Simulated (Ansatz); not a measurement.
Consider the cleavage of the Si–B bond: `B[SiH2]N` + `N[Si](O)(F)F` → `N[SiH2]O[Si](N)(F)F` + BH₃.

Computed with Ansatz on PBE0-D4/def2-TZVP structures; ΔE is electronic, products minus reactants. CCSD(T)/CBS adds triple-zeta CCSD(T) − MP2 to the extrapolated MP2 energy (def2 sets, frozen cores). This one scheme is used for every species. DFT in def2-TZVPP. One conformer a species, not always the lowest.

`B[SiH2]N`:

Z-matrix (Å, degrees):
```
Si
N 1 1.724
B 1 2.002 2 111.8
H 1 1.490 2 107.5 3 -124.1
H 1 1.506 2 115.5 3 118.8
H 2 1.007 1 120.4 3 176.1
H 2 1.007 1 119.2 3 -40.9
H 3 1.197 1 120.1 2 -164.6
H 3 1.197 1 122.8 2 18.7
```

`N[Si](O)(F)F`:

Cartesian coordinates in Å:
```
N -0.735 -0.887 0.328
Si 0.034 0.540 -0.136
O 1.568 0.292 -0.589
F -0.613 1.292 -1.366
F -0.093 1.530 1.093
H -0.753 -1.690 -0.277
H -1.531 -0.861 0.943
H 2.123 -0.216 0.004
```

`N[SiH2]O[Si](N)(F)F`:

Cartesian coordinates in Å:
```
N 1.717 -0.182 0.813
Si 0.763 -1.468 0.192
O -0.685 -0.943 -0.365
Si -1.569 0.364 -0.672
N -0.726 1.738 -0.214
F -1.964 0.386 -2.206
F -2.967 0.228 0.061
H 2.540 0.124 0.320
H 1.813 -0.047 1.806
H 1.485 -2.081 -0.947
H 0.478 -2.438 1.274
H 0.173 1.638 0.231
H -1.058 2.681 -0.292
```

BH₃:

Z-matrix (Å, degrees):
```
B
H 1 1.193
H 1 1.193 2 120.0
H 1 1.193 2 120.0 3 180.0
```

```json
{"level": "PBE-D4", "ΔE (kJ/mol)": "-126.9"}
{"level": "ωB97M-V", "ΔE (kJ/mol)": "-152.3"}
{"level": "SCS-MP2/def2-TZVPP", "ΔE (kJ/mol)": "-158.9"}
{"level": "HF/CBS(def2)", "ΔE (kJ/mol)": "-169.8"}
```

Question: What does CCSD(T)/CBS give? (Best estimate.)

Answer: The calculation gave: -150.8 kJ/mol. The listed levels differ from it by 23.9, -1.5, -8.1, -19.0 kJ/mol.

Largest T1 diagnostic among the species: 0.011.

In def2-TZVPP, CCSD(T) changes the Hartree–Fock value by +17.4 kJ/mol (the triples alone add +1.4 kJ/mol) and MP2 by +9.0 kJ/mol. The D4 term adds −10.2 kJ/mol with B3LYP and −6.0 kJ/mol with PBE0; it sums over pairs of atoms, weighted by their polarisabilities, and B3LYP, whose exchange is more repulsive, gets the larger term. From PBE to PBE0 (25 % exact exchange), in def2-TZVPP and without D4, ΔE moves by −10.1 kJ/mol.

B3LYP here is the variant with VWN-RPA as its local correlation; programs differ in this.
